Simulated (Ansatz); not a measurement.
`O[SiH](O)F` + HI → `O[SiH](F)I` + H₂O  (ligand exchange at the Si–O bond)

Calculated with Ansatz (gas phase, PBE0-D4/def2-TZVP geometries, no zero-point term in ΔE). CCSD(T)/CBS adds triple-zeta CCSD(T) − MP2 to the extrapolated MP2 energy (def2 sets, frozen cores). This one scheme is used for every species. DFT in def2-TZVPP. HSE06 is defined as in plane-wave codes. Elements past krypton have def2 core potentials. For I outer-core shells are correlated without core-valence functions, which leaves a few kJ/mol of doubt a bond. Each species was taken in one conformer, which may not be the lowest.

Problem. Is it downhill or uphill in electronic energy at CCSD(T)/CBS, and by how much? (Best estimate.)

Solution. Computed: Uphill: ΔE = +29.3 kJ/mol.

Problem. What do these levels give: r2SCANh-D4, PBE0, HSE06, BHLYP, CAM-B3LYP, HF/def2-QZVPP? (Estimate.)

Solution. The calculation gave: r2SCANh-D4 32.6, PBE0 27.3, HSE06 26.9, BHLYP 45.5, CAM-B3LYP 46.9, HF/def2-QZVPP 50.7 kJ/mol.

Largest T1 diagnostic among the species: 0.011.

At CCSD(T), def2-SVP lies +13.5 kJ/mol from the extrapolated value and def2-TZVPP +10.7 kJ/mol. In def2-TZVPP, CCSD(T) changes the Hartree–Fock value by −10.6 kJ/mol (the triples alone add −3.0 kJ/mol) and MP2 by −19.1 kJ/mol. From PBE to PBE0 (25 % exact exchange), in def2-TZVPP and without D4, ΔE moves by +3.1 kJ/mol.
